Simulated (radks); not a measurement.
Pr+, configuration [Xe] 4f3 6s1.

Method: Dirac Kohn-Sham, BLYP, spin-unpolarised, spherical densities, point nucleus; open shells fill j = l - 1/2 first; computed with a radial shooting solver on a logarithmic mesh with Libxc functionals.

Energy parts (Ry):
part                       energy
total                 -18486.3712
kinetic                19886.7603
electron-nucleus      -45085.8652
Hartree                 7147.3562
exchange-correlation    -434.6226

Orbitals (lengths in bohr, moments of r in powers of bohr; <r^-3> diverges for s and p1/2):
[
 {"orbital": "1s1/2", "occ.": "2", "eigenvalue (Ry)": "-3071.559", "<r^-3>": "-", "<r^4>": "1.645e-06", "small-component weight": "4.78e-02"},
 {"orbital": "2s1/2", "occ.": "2", "eigenvalue (Ry)": "-494.2555", "<r^-3>": "-", "<r^4>": "0.0002689", "small-component weight": "1.04e-02"},
 {"orbital": "2p1/2", "occ.": "2", "eigenvalue (Ry)": "-467.1564", "<r^-3>": "-", "<r^4>": "0.0001687", "small-component weight": "1.05e-02"},
 {"orbital": "2p3/2", "occ.": "4", "eigenvalue (Ry)": "-431.6967", "<r^-3>": "7512", "<r^4>": "0.0002121", "small-component weight": "9.80e-03"},
 {"orbital": "3s1/2", "occ.": "2", "eigenvalue (Ry)": "-106.9192", "<r^-3>": "-", "<r^4>": "0.01087", "small-component weight": "3.21e-03"},
 {"orbital": "3p1/2", "occ.": "2", "eigenvalue (Ry)": "-95.39587", "<r^-3>": "-", "<r^4>": "0.01007", "small-component weight": "3.15e-03"},
 {"orbital": "3p3/2", "occ.": "4", "eigenvalue (Ry)": "-88.37217", "<r^-3>": "1529", "<r^4>": "0.01197", "small-component weight": "2.97e-03"},
 {"orbital": "3d3/2", "occ.": "4", "eigenvalue (Ry)": "-68.26341", "<r^-3>": "252.0", "<r^4>": "0.009070", "small-component weight": "2.85e-03"},
 {"orbital": "3d5/2", "occ.": "6", "eigenvalue (Ry)": "-66.74935", "<r^-3>": "228.4", "<r^4>": "0.009571", "small-component weight": "2.80e-03"},
 {"orbital": "4s1/2", "occ.": "2", "eigenvalue (Ry)": "-21.56024", "<r^-3>": "-", "<r^4>": "0.2790", "small-component weight": "9.93e-04"},
 {"orbital": "4p1/2", "occ.": "2", "eigenvalue (Ry)": "-17.25036", "<r^-3>": "-", "<r^4>": "0.3266", "small-component weight": "9.24e-04"},
 {"orbital": "4p3/2", "occ.": "4", "eigenvalue (Ry)": "-15.73691", "<r^-3>": "330.4", "<r^4>": "0.3873", "small-component weight": "8.64e-04"},
 {"orbital": "4d3/2", "occ.": "4", "eigenvalue (Ry)": "-8.66353", "<r^-3>": "45.13", "<r^4>": "0.6000", "small-component weight": "7.14e-04"},
 {"orbital": "4d5/2", "occ.": "6", "eigenvalue (Ry)": "-8.39824", "<r^-3>": "40.45", "<r^4>": "0.6343", "small-component weight": "6.98e-04"},
 {"orbital": "5s1/2", "occ.": "2", "eigenvalue (Ry)": "-3.27624", "<r^-3>": "-", "<r^4>": "9.718", "small-component weight": "2.11e-04"},
 {"orbital": "5p1/2", "occ.": "2", "eigenvalue (Ry)": "-2.13121", "<r^-3>": "-", "<r^4>": "16.94", "small-component weight": "1.65e-04"},
 {"orbital": "5p3/2", "occ.": "4", "eigenvalue (Ry)": "-1.92546", "<r^-3>": "44.37", "<r^4>": "20.91", "small-component weight": "1.50e-04"},
 {"orbital": "6s1/2", "occ.": "1", "eigenvalue (Ry)": "-0.59464", "<r^-3>": "-", "<r^4>": "509.7", "small-component weight": "3.06e-05"},
 {"orbital": "4f5/2", "occ.": "3", "eigenvalue (Ry)": "-0.50977", "<r^-3>": "4.331", "<r^4>": "13.78", "small-component weight": "3.36e-04"},
 {"orbital": "4f7/2", "occ.": "0", "eigenvalue (Ry)": "-0.48471", "<r^-3>": "4.179", "<r^4>": "15.41", "small-component weight": "3.29e-04"}
]

The highest occupied level is 4f5/2 at -6.936 eV. The density falls to 0.001 e/bohr^3 at r = 4.63 bohr. For comparison, the ionisation energy in NIST's Atomic Spectra Database is 10.63 eV (semi-empirical). In exact Kohn-Sham theory the highest level is minus the ionisation energy, but local and semilocal functionals leave it too shallow, through self-interaction and a potential that decays too fast; potentials with the right tail come closer.

Beside tabulated values, note that spin-unpolarised runs miss the spin-polarisation part of the exchange energy of open shells.
